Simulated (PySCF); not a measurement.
BH2, charge +1. Atoms are numbered in the order given.

```xyz
3

B      0.0000     0.0000     0.0000
H      0.0000     0.0000    -1.1774
H      0.0000     0.0000     1.1774
```
Charge +1, spin multiplicity 1.

Geometry: r2SCAN-D4/def2-TZVPD.

Calculation: TDDFT-PBE0/def2-TZVPD (PySCF).

Vertical excitations; the highest root listed may be one member of a degenerate set. The molecule is in vacuum. State labels are in the subgroup D2h.

| state | symmetry | energy (eV) | λ (nm) | f | main pairs |
|---|---|---|---|---|---|
| S1 | B2g | 7.29 | 170 | 0.000 | HOMO→LUMO+1 (degenerate set) |
| S2 | B3g | 7.29 | 170 | 0.000 | HOMO→LUMO (degenerate set) |
| S3 | B2u | 11.27 | 110 | 0.278 | HOMO−1→LUMO (degenerate set) |
| S4 | B3u | 11.27 | 110 | 0.278 | HOMO−1→LUMO+1 (degenerate set) |
| S5 | B1u | 14.32 | 87 | 0.720 | HOMO→LUMO+2 85 %, HOMO→LUMO+3 14 % |
| S6 | B1u | 15.59 | 80 | 0.103 | HOMO→LUMO+3 85 %, HOMO→LUMO+2 14 % |
| S7 | Ag | 16.35 | 76 | 0.000 | HOMO→LUMO+4 55 %, HOMO−1→LUMO+2 44 % |
| S8 | Ag | 16.75 | 74 | 0.000 | HOMO−1→LUMO+2 54 %, HOMO→LUMO+4 42 % |
| S9 | B2u | 17.22 | 72 | 0.316 | HOMO→LUMO+6 (degenerate set) |
| S10 | B3u | 17.22 | 72 | 0.316 | HOMO→LUMO+5 (degenerate set) |
| T1 | B2g | 6.19 | 200 | 0 | HOMO→LUMO+1 (degenerate set) |
| T2 | B3g | 6.19 | 200 | 0 | HOMO→LUMO (degenerate set) |
| T3 | B2u | 8.12 | 153 | 0 | HOMO−1→LUMO (degenerate set) |
| T4 | B3u | 8.12 | 153 | 0 | HOMO−1→LUMO+1 (degenerate set) |
Triplets are in the Tamm–Dancoff approximation, which puts them higher than full response would, so one can lie above its singlet here.
